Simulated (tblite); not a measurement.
A geometry optimisation, step by step.

Species: C5H5N2O (doublet state).
Numbering: `[H]/[N:8]=[C:7]\[C@H:6]1[C@H:3]([C:2]#[N:1])[O:4][CH2:5]1` (hydrogens: H9 on C3; H10, H11 on C5; H12 on C6; H13 on N8)
Bond orders are those of one Lewis drawing.

Computed with GFN2-xTB (tblite), gas phase: L-BFGS steps from a force-field or distance-geometry start until the largest atomic force falls under 0.01 eV/Å. 11 of its 96 geometries are shown.

Step 0: E = -624.2761 eV, largest atomic force 5.343 eV/Å
```
atom  x, y, z in Å  |  force x, y, z in eV/Å
N1     -0.953    1.899    2.189    0.767  -1.215  -2.989
C2     -0.652    1.508    1.128   -0.260   1.735   2.771
C3     -0.244    1.025   -0.182   -0.141   0.074   0.182
O4     -1.370    0.488   -0.834   -1.902   1.037  -1.081
C5     -1.195   -0.755   -0.193   -0.013  -0.681  -1.003
C6      0.260   -0.404   -0.061    0.070  -0.500   1.254
C7      1.142   -0.712   -1.191    4.853  -0.839   2.072
N8      2.397   -0.887   -0.951   -3.704   0.568  -0.908
H9      0.359    1.701   -0.785   -0.125   0.376   0.116
H10    -1.380   -1.621   -0.835   -0.430   0.122   0.118
H11    -1.742   -0.767    0.748   -0.075  -0.318   0.133
H12     0.639   -0.665    0.929    0.752  -0.219   0.080
H13     2.735   -0.809    0.019    0.209  -0.138  -0.747
```

Step 10: E = -625.0877 eV, largest atomic force 0.626 eV/Å
```
atom  x, y, z in Å  |  force x, y, z in eV/Å
N1     -0.918    1.910    2.166    0.008   0.289   0.127
C2     -0.619    1.638    1.097   -0.027  -0.288   0.201
C3     -0.307    1.043   -0.181    0.042  -0.037   0.098
O4     -1.490    0.533   -0.793   -0.002   0.005  -0.057
C5     -1.248   -0.770   -0.254   -0.039  -0.009   0.057
C6      0.221   -0.407    0.042    0.042  -0.107  -0.149
C7      1.233   -0.774   -0.960    0.624   0.020  -0.045
N8      2.447   -0.905   -0.952   -0.321  -0.100   0.121
H9      0.267    1.745   -0.794    0.007  -0.184  -0.185
H10    -1.521   -1.582   -0.939    0.369   0.237  -0.028
H11    -1.811   -0.893    0.675   -0.085  -0.088   0.120
H12     0.650   -0.675    1.025   -0.490   0.190   0.048
H13     3.092   -0.863   -0.150   -0.127   0.071  -0.308
```

Step 19: E = -625.2026 eV, largest atomic force 0.278 eV/Å
```
atom  x, y, z in Å  |  force x, y, z in eV/Å
N1     -0.871    2.029    2.174    0.061   0.095   0.065
C2     -0.592    1.651    1.132   -0.041   0.111   0.078
C3     -0.331    1.038   -0.148    0.061   0.000  -0.005
O4     -1.541    0.549   -0.722    0.115  -0.063  -0.137
C5     -1.248   -0.780   -0.282   -0.060  -0.008   0.061
C6      0.206   -0.401    0.074   -0.038  -0.156   0.031
C7      1.255   -0.819   -0.861   -0.023   0.046  -0.078
N8      2.456   -0.965   -0.971   -0.071  -0.049   0.098
H9      0.231    1.694   -0.815    0.040   0.065  -0.073
H10    -1.422   -1.538   -1.050    0.095   0.143   0.015
H11    -1.829   -0.992    0.618   -0.116  -0.251   0.024
H12     0.475   -0.628    1.117    0.046  -0.017  -0.043
H13     3.206   -0.838   -0.284   -0.071   0.084  -0.036
```

Step 28: E = -625.2494 eV, largest atomic force 0.200 eV/Å
```
atom  x, y, z in Å  |  force x, y, z in eV/Å
N1     -0.772    2.177    2.168    0.043   0.011  -0.049
C2     -0.565    1.714    1.142    0.002   0.112   0.141
C3     -0.341    1.035   -0.112    0.040  -0.046   0.023
O4     -1.558    0.542   -0.668    0.002  -0.042   0.033
C5     -1.247   -0.803   -0.296   -0.080  -0.051  -0.035
C6      0.182   -0.408    0.134   -0.059  -0.187  -0.037
C7      1.218   -0.874   -0.784   -0.011  -0.003  -0.065
N8      2.409   -1.008   -0.966    0.129   0.025   0.076
H9      0.230    1.663   -0.804   -0.003  -0.007  -0.047
H10    -1.305   -1.483   -1.150   -0.007   0.036  -0.006
H11    -1.891   -1.167    0.511    0.011   0.065   0.005
H12     0.438   -0.643    1.176   -0.036   0.021  -0.025
H13     3.199   -0.745   -0.368   -0.031   0.066  -0.014
```

Step 38: E = -625.3063 eV, largest atomic force 0.388 eV/Å
```
atom  x, y, z in Å  |  force x, y, z in eV/Å
N1     -0.558    2.392    2.107    0.151  -0.237  -0.267
C2     -0.421    1.769    1.154   -0.164   0.075   0.260
C3     -0.330    0.972   -0.048    0.045   0.019  -0.141
O4     -1.600    0.544   -0.537   -0.053  -0.006   0.070
C5     -1.288   -0.838   -0.350   -0.214  -0.042  -0.033
C6      0.139   -0.507    0.128   -0.145  -0.172   0.039
C7      1.234   -1.005   -0.696    0.092   0.107   0.096
N8      2.434   -0.952   -0.868    0.098   0.033   0.065
H9      0.211    1.534   -0.813    0.180   0.109  -0.117
H10    -1.365   -1.401   -1.288    0.077   0.088   0.093
H11    -1.938   -1.292    0.405    0.048  -0.005  -0.038
H12     0.325   -0.805    1.164    0.013   0.017   0.085
H13     3.152   -0.410   -0.374   -0.128   0.013  -0.111
```

Step 48: E = -625.3163 eV, largest atomic force 1.459 eV/Å
```
atom  x, y, z in Å  |  force x, y, z in eV/Å
N1     -0.112    2.512    2.007   -0.175  -0.941  -1.101
C2     -0.240    1.801    1.105    0.161   0.770   1.001
C3     -0.337    0.898   -0.015    0.063   0.175   0.232
O4     -1.663    0.502   -0.365    0.152  -0.067  -0.020
C5     -1.312   -0.887   -0.424   -0.104   0.041  -0.204
C6      0.048   -0.610    0.246   -0.082  -0.060  -0.010
C7      1.259   -1.132   -0.345    0.907   0.328  -0.147
N8      2.400   -0.864   -0.691   -0.237   0.713   0.270
H9      0.245    1.326   -0.853   -0.267  -0.065  -0.021
H10    -1.230   -1.187   -1.482   -0.030  -0.158   0.286
H11    -2.011   -1.540    0.127    0.207   0.301  -0.261
H12     0.002   -0.868    1.307    0.178   0.030  -0.001
H13     2.946    0.050   -0.635   -0.773  -1.066  -0.024
```

Step 57: E = -625.3931 eV, largest atomic force 0.089 eV/Å
```
atom  x, y, z in Å  |  force x, y, z in eV/Å
N1     -0.159    2.433    2.053   -0.030   0.033   0.060
C2     -0.270    1.792    1.112    0.069  -0.040  -0.039
C3     -0.332    0.923   -0.029   -0.056   0.042  -0.009
O4     -1.640    0.516   -0.421   -0.032  -0.048  -0.037
C5     -1.296   -0.869   -0.423    0.000  -0.018   0.009
C6      0.061   -0.585    0.247   -0.019   0.003  -0.034
C7      1.262   -1.123   -0.340    0.014  -0.006  -0.011
N8      2.395   -0.886   -0.702   -0.014  -0.031   0.031
H9      0.216    1.361   -0.876    0.052   0.026   0.036
H10    -1.207   -1.253   -1.445   -0.011  -0.013   0.011
H11    -2.006   -1.474    0.144    0.003   0.020  -0.009
H12     0.050   -0.823    1.313    0.027   0.013   0.020
H13     2.923   -0.013   -0.650   -0.002   0.019  -0.029
```

Step 66: E = -625.3978 eV, largest atomic force 0.063 eV/Å
```
atom  x, y, z in Å  |  force x, y, z in eV/Å
N1     -0.222    2.382    2.089   -0.020  -0.004  -0.012
C2     -0.301    1.778    1.119    0.002   0.021   0.009
C3     -0.333    0.943   -0.049   -0.016   0.015   0.003
O4     -1.627    0.523   -0.476   -0.001  -0.015   0.003
C5     -1.294   -0.863   -0.414   -0.002  -0.001  -0.002
C6      0.069   -0.562    0.235    0.004  -0.008  -0.008
C7      1.261   -1.118   -0.350    0.061  -0.017   0.001
N8      2.404   -0.921   -0.706   -0.037   0.030  -0.004
H9      0.230    1.411   -0.868    0.038  -0.005   0.011
H10    -1.220   -1.300   -1.415   -0.004  -0.003  -0.009
H11    -2.002   -1.434    0.190   -0.013   0.018   0.003
H12     0.080   -0.781    1.306    0.009  -0.015   0.017
H13     2.953   -0.059   -0.679   -0.020  -0.018  -0.012
```

Step 76: E = -625.4038 eV, largest atomic force 0.164 eV/Å
```
atom  x, y, z in Å  |  force x, y, z in eV/Å
N1     -0.333    2.366    2.106   -0.006  -0.076  -0.145
C2     -0.332    1.767    1.128   -0.013   0.075   0.140
C3     -0.284    0.934   -0.042   -0.037   0.048   0.010
O4     -1.552    0.537   -0.561    0.016  -0.022   0.034
C5     -1.280   -0.856   -0.409   -0.008   0.020  -0.012
C6      0.074   -0.575    0.270    0.012   0.018  -0.024
C7      1.262   -1.140   -0.319   -0.035  -0.019  -0.019
N8      2.371   -0.910   -0.753    0.051   0.006   0.025
H9      0.347    1.399   -0.813    0.006  -0.011   0.005
H10    -1.202   -1.350   -1.382    0.000  -0.021   0.032
H11    -2.028   -1.357    0.211    0.014   0.023  -0.039
H12     0.070   -0.789    1.341    0.014  -0.023   0.016
H13     2.882   -0.025   -0.793   -0.014  -0.019  -0.024
```

Step 86: E = -625.4057 eV, largest atomic force 0.027 eV/Å
```
atom  x, y, z in Å  |  force x, y, z in eV/Å
N1     -0.411    2.358    2.117   -0.011   0.006  -0.006
C2     -0.370    1.766    1.137    0.016  -0.006   0.003
C3     -0.275    0.944   -0.037    0.010   0.001   0.001
O4     -1.523    0.544   -0.597    0.002  -0.003   0.013
C5     -1.271   -0.846   -0.402    0.001   0.004  -0.007
C6      0.084   -0.567    0.276    0.005  -0.021  -0.011
C7      1.261   -1.142   -0.328    0.002   0.004   0.017
N8      2.369   -0.934   -0.775   -0.017   0.016   0.014
H9      0.379    1.414   -0.784    0.000   0.023   0.003
H10    -1.196   -1.376   -1.356   -0.010  -0.007   0.000
H11    -2.031   -1.314    0.228    0.008  -0.007  -0.006
H12     0.092   -0.789    1.346   -0.001   0.006  -0.010
H13     2.887   -0.056   -0.842   -0.003  -0.016  -0.011
```

Step 95: E = -625.4064 eV, largest atomic force 0.006 eV/Å
```
atom  x, y, z in Å  |  force x, y, z in eV/Å
N1     -0.440    2.371    2.118   -0.004   0.000   0.002
C2     -0.381    1.772    1.144    0.002  -0.001  -0.004
C3     -0.269    0.947   -0.027    0.003   0.000   0.000
O4     -1.510    0.545   -0.602    0.002  -0.001   0.003
C5     -1.259   -0.845   -0.407    0.001   0.000   0.001
C6      0.086   -0.566    0.291    0.004  -0.005  -0.001
C7      1.265   -1.148   -0.298   -0.003  -0.002   0.004
N8      2.361   -0.950   -0.777   -0.001  -0.005  -0.003
H9      0.393    1.421   -0.765   -0.002   0.004  -0.002
H10    -1.171   -1.373   -1.361   -0.004   0.003  -0.002
H11    -2.025   -1.317    0.212   -0.001  -0.001   0.000
H12     0.077   -0.784    1.361    0.000   0.003   0.001
H13     2.868   -0.072   -0.906    0.002   0.005   0.001
```

Problem. Summarise the path.

Solution. The energy falls by 1.1303 eV from step 0 to step 95; nine tenths of that is first reached at step 37. It rises by more than 0.2 meV at steps 1, 3 and 48. The largest force goes from 5.343 to 0.006 eV/Å. Among the bonds C7=N8 changes most, from 1.289 to 1.213 Å; the atoms move by 0.625 Å rms after alignment.

Problem. Follow the three bonds and two angles with the largest change from start to end.

Solution. 
| step | E above end (eV) | largest force (eV/Å) | C7=N8 (Å) | C3–C6 (Å) | C5–C6 (Å) | C6–C7–N8 (°) | C7–N8–H13 (°) |
| --- | --- | --- | --- | --- | --- | --- | --- |
| 0 | 1.1303 | 5.343 | 1.289 | 1.520 | 1.503 | 118.1 | 119.0 |
| 4 | 0.6367 | 1.329 | 1.231 | 1.534 | 1.509 | 123.2 | 117.9 |
| 8 | 0.4387 | 0.637 | 1.220 | 1.554 | 1.533 | 132.4 | 118.4 |
| 12 | 0.2763 | 0.323 | 1.213 | 1.557 | 1.541 | 134.7 | 133.0 |
| 17 | 0.2212 | 0.286 | 1.217 | 1.553 | 1.546 | 142.1 | 129.8 |
| 21 | 0.1892 | 0.271 | 1.212 | 1.556 | 1.539 | 143.3 | 131.5 |
| 25 | 0.1660 | 0.167 | 1.214 | 1.559 | 1.542 | 145.5 | 129.8 |
| 29 | 0.1537 | 0.163 | 1.212 | 1.556 | 1.543 | 145.8 | 130.4 |
| 33 | 0.1433 | 0.200 | 1.214 | 1.561 | 1.545 | 146.8 | 130.7 |
| 37 | 0.1111 | 0.440 | 1.213 | 1.560 | 1.542 | 144.7 | 130.4 |
| 41 | 0.0837 | 0.306 | 1.215 | 1.575 | 1.542 | 144.4 | 129.4 |
| 45 | 0.0557 | 0.355 | 1.214 | 1.572 | 1.543 | 146.4 | 129.7 |
| 50 | 0.0282 | 0.151 | 1.213 | 1.575 | 1.539 | 146.4 | 130.2 |
| 54 | 0.0160 | 0.131 | 1.211 | 1.583 | 1.540 | 146.2 | 129.3 |
| 58 | 0.0123 | 0.064 | 1.213 | 1.583 | 1.540 | 145.8 | 129.4 |
| 62 | 0.0098 | 0.055 | 1.212 | 1.587 | 1.539 | 146.5 | 129.4 |
| 66 | 0.0086 | 0.063 | 1.213 | 1.584 | 1.539 | 146.8 | 129.3 |
| 70 | 0.0077 | 0.048 | 1.213 | 1.585 | 1.540 | 146.3 | 129.3 |
| 74 | 0.0051 | 0.133 | 1.213 | 1.586 | 1.540 | 145.9 | 129.4 |
| 78 | 0.0017 | 0.046 | 1.213 | 1.582 | 1.541 | 145.6 | 129.6 |
| 83 | 0.0011 | 0.022 | 1.213 | 1.583 | 1.540 | 145.7 | 129.6 |
| 87 | 0.0006 | 0.029 | 1.213 | 1.585 | 1.541 | 146.5 | 129.4 |
| 91 | 0.0002 | 0.034 | 1.213 | 1.586 | 1.540 | 146.6 | 129.9 |
| 95 | 0.0000 | 0.006 | 1.213 | 1.586 | 1.540 | 146.6 | 129.6 |

What follows is the cost of the whole relaxation. On one thread of an Arm Neoverse V2, shared host with 96 logical CPUs at a one-minute load of 93, this took 0.4 s.
